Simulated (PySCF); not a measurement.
Species: C₄H₇FSi.
Bonds: C1–C2 (triple), C2–C3, C3–C4, C4–Si5, Si5–F6. Hydrogens: H7 on C1; H8, H9 on C3; H10, H11 on C4; H12, H13 on Si5.

Computed by this run: PBE0-D3(BJ)/def2-SVP geometry optimisation, gas phase in PySCF 2.14.0; density fitting, grid level 1; the optimiser is geomeTRIC in internal coordinates, started from a GFN2-xTB structure with every atom displaced at random (about 0.01 Å).

Step 0: E = -14837.4095 eV
```
atom  x, y, z in Å  |  force x, y, z in eV/Å
C1      3.0832   -0.5348    0.6825   -3.360   1.149   0.427
C2      1.9280   -0.1487    0.8302    1.670  -0.550  -0.024
C3      0.5292    0.2573    0.9574    1.051   0.037   0.534
C4     -0.2557   -0.2768   -0.2056   -2.330  -0.333   0.777
Si5    -2.1268    0.1712   -0.0724    1.239   0.465  -0.038
F6     -2.2123    1.7925    0.0031    0.096   0.399  -0.022
H7      4.0684   -0.8188    0.5647    1.823  -0.573  -0.218
H8      0.5114    1.3575    0.9861   -0.227   0.077   0.091
H9      0.1589   -0.1144    1.9354   -0.099   0.151  -0.215
H10    -0.1751   -1.3663   -0.2359    0.072  -0.351  -0.123
H11     0.1160    0.1073   -1.1271    0.493   0.425  -1.164
H12    -2.7052   -0.2607    1.2030   -0.195  -0.466   0.332
H13    -2.9142   -0.1826   -1.2536   -0.232  -0.430  -0.356
```

Step 1: E = -14837.5915 eV
```
atom  x, y, z in Å  |  force x, y, z in eV/Å
C1      3.1255   -0.4430    0.7572    0.108  -0.219  -0.124
C2      1.9409   -0.1985    0.8259    0.070   0.200   0.057
C3      0.5380    0.1951    0.9180    0.283  -0.077  -0.094
C4     -0.3248   -0.3188   -0.2400   -0.362   0.150   0.038
Si5    -2.1192    0.2301   -0.0456    0.412   0.099  -0.077
F6     -2.1122    1.8617    0.0282   -0.023  -0.035  -0.017
H7      4.1670   -0.7074    0.6611   -0.167   0.075   0.065
H8      0.5069    1.2974    0.9428   -0.107   0.004   0.087
H9      0.1395   -0.1624    1.8829   -0.058   0.057   0.016
H10    -0.2799   -1.4190   -0.2870   -0.017  -0.040  -0.052
H11     0.0550    0.0625   -1.2060   -0.001  -0.071   0.098
H12    -2.6811   -0.2538    1.2447   -0.072  -0.071   0.003
H13    -2.9497   -0.1609   -1.2144   -0.064  -0.071   0.000
```

Step 2: E = -14837.6055 eV
```
atom  x, y, z in Å  |  force x, y, z in eV/Å
C1      3.1234   -0.4616    0.7389   -0.049  -0.142  -0.079
C2      1.9467   -0.1868    0.8236    0.010   0.178   0.067
C3      0.5462    0.2115    0.9282    0.129  -0.097  -0.061
C4     -0.3259   -0.3028   -0.2263   -0.074   0.070   0.063
Si5    -2.1115    0.2288   -0.0514    0.082   0.056  -0.023
F6     -2.1332    1.8597    0.0162   -0.012  -0.029  -0.009
H7      4.1554   -0.7435    0.6410    0.003   0.032   0.033
H8      0.5021    1.3132    0.9660   -0.042  -0.001   0.024
H9      0.1463   -0.1460    1.8931   -0.005   0.015   0.012
H10    -0.2795   -1.4039   -0.2790   -0.010  -0.007  -0.020
H11     0.0577    0.0755   -1.1885    0.022  -0.033  -0.007
H12    -2.6904   -0.2724    1.2283   -0.036  -0.015  -0.015
H13    -2.9312   -0.1888   -1.2224   -0.017  -0.029   0.014
```

Step 3: E = -14837.6112 eV
```
atom  x, y, z in Å  |  force x, y, z in eV/Å
C1      3.1189   -0.4823    0.7158   -0.059  -0.075  -0.034
C2      1.9535   -0.1717    0.8237    0.018   0.097   0.044
C3      0.5566    0.2261    0.9430   -0.052  -0.046  -0.016
C4     -0.3229   -0.2851   -0.2091    0.071   0.015   0.043
Si5    -2.1104    0.2278   -0.0581   -0.071   0.000   0.005
F6     -2.1638    1.8572   -0.0017    0.004  -0.004  -0.001
H7      4.1446   -0.7801    0.6129    0.049   0.012   0.010
H8      0.4998    1.3268    0.9935    0.006   0.005  -0.011
H9      0.1616   -0.1354    1.9091    0.016  -0.013  -0.004
H10    -0.2743   -1.3865   -0.2666   -0.013  -0.001   0.002
H11     0.0676    0.0882   -1.1698    0.009  -0.005  -0.033
H12    -2.7135   -0.2834    1.2079    0.005   0.017  -0.006
H13    -2.9117   -0.2188   -1.2326    0.016  -0.002   0.000
```

Problem. Estimate the geometry and energy of step 4. (The exact step hangs on the optimiser's Hessian estimate; all steps are aligned on step 3, rigid shifts and turns removed.)

Solution. E = -14837.6124 eV, largest force 0.063 eV/Å
```
atom  x, y, z in Å  |  force x, y, z in eV/Å
C1      3.1161   -0.4892    0.7053   -0.030  -0.041  -0.013
C2      1.9556   -0.1646    0.8252    0.024   0.043   0.023
C3      0.5586    0.2291    0.9503   -0.062  -0.010  -0.003
C4     -0.3210   -0.2801   -0.2017    0.058  -0.004   0.011
Si5    -2.1114    0.2283   -0.0606   -0.052  -0.014   0.004
F6     -2.1723    1.8572   -0.0105    0.003   0.005  -0.001
H7      4.1418   -0.7880    0.5991    0.023   0.010   0.005
H8      0.4974    1.3295    1.0052    0.010   0.001  -0.010
H9      0.1675   -0.1376    1.9160    0.012  -0.012  -0.005
H10    -0.2736   -1.3817   -0.2602   -0.009   0.000   0.008
H11     0.0719    0.0905   -1.1633    0.000   0.000  -0.014
H12    -2.7233   -0.2814    1.2015    0.010   0.017   0.001
H13    -2.9014   -0.2292   -1.2384    0.014   0.005  -0.005
```

The energy changes by -0.0012 eV. The first-order estimate −F·Δx gives -0.0016 eV and the mean of the old and new forces, exact on a quadratic surface, -0.0011 eV. The step makes an angle of 79° with the force vector and moves no atom by more than 0.016 Å.

The cost below is that of the whole optimisation. Hardware: Intel Xeon Platinum 8488C, one thread, shared host with 96 logical CPUs at a one-minute load of 48. Cost: 39 s, 0.52 GiB resident at most.
